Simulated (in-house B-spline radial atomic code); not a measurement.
# BSE on G0W0@HF excitations of the silver ion Ag⁺

Method: BSE on G0W0@HF. Computed with an all-electron radial atomic-structure program (B-spline basis): linear response of the closed shell [Kr] 4d10 with a statically screened interaction on G0W0 levels; scalar-relativistic (spin-free one-electron X2C), finite nucleus, no spin-orbit coupling, no double excitations, S, P, D and F terms only; shells from n = 2 respond. Only terms of natural parity with L up to 3 were computed.

Only levels near the gap carry their own quasi-particle shift, so the BSE energies are approximate.

Command:
```bash
python run_td.py task.json out
```
Settings (radii: box in bohr, nucleus in fm):
```
Z                        47
electrons                46
configuration            [Kr] 4d10
hamiltonian              x2c
method                   bse
box_radius               41.61
rms_radius               4.5454
intervals                74
```

Run time, properties included: 13 s on 1 thread of Intel(R) Xeon(R) Platinum 8488C (Sapphire Rapids), on a shared host.

The lowest states, in the order of their Tamm-Dancoff energies; the method's threshold (minus the highest G0W0 level) is 21.910 eV. Labels give the largest channel, * marks a mixed state, and oscillator strengths are full-response dipole values. Energies in eV:

```tsv
state	full response	Tamm-Dancoff	oscillator strength
4d → 5s 3D	?	?	-
4d → 5s 1D	?	?	-
4d → 5p 3P	10.786	10.804	-
4d → 5p 3F	11.046	11.059	-
4d → 5p 1F	11.325	11.327	-
4d → 5p 1P	11.731	11.809	0.54
4d → 6s 3D	15.452	15.455	-
4d → 6s 1D	15.568	15.572	-
4d → 5d 3S	16.039	16.049	-
4d → 5d 3D	16.320	16.323	-
```

Problem. Where does 4d → 5s 3D lie?

Solution. At 5.441 eV in full response, 5.463 eV in Tamm-Dancoff.

Problem. Where does 4d → 5s 1D lie?

Solution. At 6.093 eV in full response, 6.120 eV in Tamm-Dancoff.

Problem. How large is the singlet-triplet splitting of 4d → 5s (D terms) in Tamm-Dancoff?

Solution. 0.657 eV, from the unrounded values.

Problem. What polarisabilities and dispersion coefficient does the method give?

Solution. Dipole 8.473 bohr³, quadrupole 49.46 bohr⁵, C6 49.23 hartree·bohr⁶ for two such species.
